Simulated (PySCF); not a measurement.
C3H6F3PSi.
Geometry (GFN2-xTB, Å), atoms numbered from 1 in this order:
```
atom  x, y, z in Å
C1     0.1725    1.9056    0.4532
P2    -0.0531    0.5651   -0.8017
Si3    1.8368   -0.6095   -0.4224
C4    -1.1537   -0.5133    0.1745
F5    -1.0708   -0.4866    1.5225
C6    -2.0341   -1.3276   -0.3957
F7    -2.1729   -1.4025   -1.7139
F8    -2.8543   -2.1733    0.2137
H9    -0.7441    2.4904    0.5192
H10    0.9745    2.5539    0.1054
H11    0.4226    1.5079    1.4342
H12    1.7227   -1.8239   -1.2261
H13    2.0297   -0.9451    0.9911
H14    2.9236    0.2584   -0.8762
```

Method: TDDFT B3LYP/def2-SVPD, vertical, gas phase, core orbitals frozen in the response (PySCF 2.14.0, density-fitted response routines).

Frontier orbitals with the atoms that hold most of them (Löwdin shares over 4%, at most four atoms; ? is withheld):

```tsv
orbital	ε (eV)	atoms
HOMO-3	-9.84	Si3 28%, H14 21%, H12 13%, P2 10%
HOMO-2	-9.15	P2 25%, Si3 22%, C1 11%, H12 10%
HOMO-1	-7.77	P2 28%, C4 21%, C6 14%, F5 10%
HOMO	-6.79	?
LUMO	-0.65	?
LUMO+1	-0.20	C6 18%, Si3 17%, C4 14%, P2 14%
LUMO+2	-0.06	P2 27%, Si3 24%, C1 8%, H12 6%
```

(1) Which atoms hold the HOMO, and with what shares?

(2) Which atoms hold the LUMO, and with what shares?

(3) The HOMO–LUMO gap is 6.14 eV. Where does the response calculation put the lowest singlet, and from which orbitals?

(4) One configuration dominates each of S1 and S2. Which, and how do the shares of the two leading atoms of either orbital change from the occupied to the empty one?

Answers

(1) P2 (bonded to 2 C and Si) 37%; C4 (bonded to C, F and P) 14%; C6 (bonded to C and 2 F) 12%; Si3 (bonded to P and 3 H) 11%. By element: phosphorus 37%, carbon 26% or more, silicon 11%.

(2) C6 (bonded to C and 2 F) 20%; C4 (bonded to C, F and P) 16%; P2 (bonded to 2 C and Si) 15%; Si3 (bonded to P and 3 H) 14%. By element: carbon 36% or more, phosphorus 15%, silicon 14%.

(3) S1 is at 5.37 eV (f = 0.059), 0.76 eV below the gap, made of HOMO→LUMO (84%). 

(4) 
- S1 (5.37 eV, f 0.059), HOMO→LUMO (84%): P2 37% → 15%, C4 14% → 16%, C6 12% → 20%
- S2 (5.71 eV, f 0.016), HOMO→LUMO+1 (90%): P2 37% → 14%, C4 14% → 14%, C6 12% → 18%, Si3 11% → 17%

One conformer stands for the species.
